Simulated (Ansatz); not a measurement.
The cluster NbO₄H₃⁻. Total charge -1; doublet. Geometry PBE-D4/def2-SVP, that of the neutral singlet; atoms count from 1.

Cartesian coordinates in Å:
```
Nb -0.231 0.453 -0.433
O -1.650 1.302 -0.878
O 0.312 0.992 1.312
O -0.670 -1.453 -0.608
O 0.727 -1.791 -0.263
H 0.980 1.027 -1.626
H -0.079 1.682 1.878
H 0.610 -2.213 0.618
```

In the def2 sets Nb takes a core potential; there is no spin–orbit coupling. The structure holds one bond between oxygen atoms, so isomers without such links may lie far lower. The highest occupied level of the charge -1 doublet lies above zero (up to 1.47 eV). By energy differences its removal costs 0.31 eV (vertical, to the charge 0 singlet, at PBE0-D4/def2-TZVPD); a positive level beside a positive removal energy at the same level points to self-interaction error. The structure comes from a short search, and lower isomers may exist.

(1) Estimate the Mulliken populations from the PBE0/def2-TZVPD orbitals of Ansatz.

(2) Where does the spin sit?

(3) And the Mayer bond orders between bonded heavy atoms (over 0.3)?

## Answers

(1) 
```
atom  charge (e)  spin (α − β)  d electrons
 Nb1        1.10          0.99         2.87
  O2       -0.90          0.00            –
  O3       -0.86          0.00            –
  O4       -0.70          0.11            –
  O5       -0.27         -0.08            –
  H6        0.09         -0.06            –
  H7        0.23          0.01            –
  H8        0.29          0.03            –
```
Mulliken values and Mayer orders depend strongly on the basis. With diffuse functions, as here, like atoms can get unlike values, and bond orders can come out too low or too high.

(2) Summed by element: Nb 0.99, O 0.03, H -0.02, of 1 unpaired in all. Largest on single atoms: Nb1 0.99, O4 0.11, O5 -0.08.

(3) Nb1–O2 1.67 (1.71 Å); Nb1–O3 0.50 (1.90 Å); Nb1–O4 0.76 (1.96 Å); O4–O5 0.61 (1.48 Å).
